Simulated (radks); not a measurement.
Numerical settings for the beryllium ion Be2+, [He]. All-electron calculation, non-relativistic Kohn-Sham, LDA (Slater exchange, Perdew-Wang correlation), spin-polarised, spherical densities, point nucleus. Program: a radial shooting solver on a logarithmic mesh with Libxc functionals. The defaults (mesh step 0.008 in ln r, mesh end at 40 bohr or more with all orbitals vanishing there, Anderson mixing 0.5 over 9 steps, residual threshold near 1e-9 with the energy settled to 1e-9 hartree or 1e-11 of itself, here a cap of 90 iterations) give E = -13.4439 hartree and 1s at -130.78 eV in 13 iterations. Run on one thread of a shared host, so times are rough (Arm Neoverse N1): 0.05 s of CPU time, 0.05 s wall, 13 iterations on 2476 mesh points. Changes against that run (0 stands for a change within the tolerance of the run):

setting                    iterations  converged  E (mhartree)  e(1s) (meV)  CPU (s)
mesh step in ln r 0.03             13        yes             0            0     0.02
mesh step in ln r 0.003            13        yes             0            0     0.13
mesh step in ln r 0.12             90         no     -5.05e+04            -     0.11
mesh end (bohr) 1                  12        yes          +866    +1.98e+04     0.04
mesh end (bohr) 3                  13        yes       +0.0158        +1.16     0.05
residual threshold 0.01             7        yes             0       -0.128     0.03
residual threshold 1e-16           90         no             0            0     0.33
mixing 0.05                        14        yes             0            0     0.06
linear mixing, mixing 0.2          90        yes             0            0     0.27
linear mixing, mixing 0.8          15        yes             0            0     0.05
mixing history 20                  19        yes             0            0     0.08
iteration cap 3                     3         no       +0.0701        -46.5     0.01

Settings that end as converged yet miss the energy by more than 1 mhartree: mesh end (bohr) 1 (+0.866 hartree). A mesh that ends early acts as a hard wall.
